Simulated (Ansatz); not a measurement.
The cluster Li5N2. The state is a doublet with charge 0. Geometry relaxed at B3LYP-D4/def2-TZVP.

Cartesian coordinates in Å:
```
Li -0.080 0.388 -1.648
Li -0.348 2.321 0.561
Li -1.412 -0.417 0.843
Li 1.491 0.029 0.805
Li 0.350 -2.320 -0.563
N -0.106 0.700 0.171
N 0.105 -0.701 -0.169
```

The relaxation made no stability test and no search for a lower SCF solution. The structure comes from a short search, and lower isomers may exist.

**Question.** Estimate the harmonic wavenumbers at UKS B3LYP-D4/def2-TZVP (Ansatz, unscaled). Is this a minimum?

**Answer.** 123, 123, 188, 188, 248, 249, 383, 480, 563, 564, 648, 708, 709, 822, 1043 cm⁻¹. Yes, no mode is imaginary beyond noise. Zero-point energy 42.1 kJ/mol. Hardware: 4 threads of Arm Neoverse V2 on a shared host. Wall time 54 s.
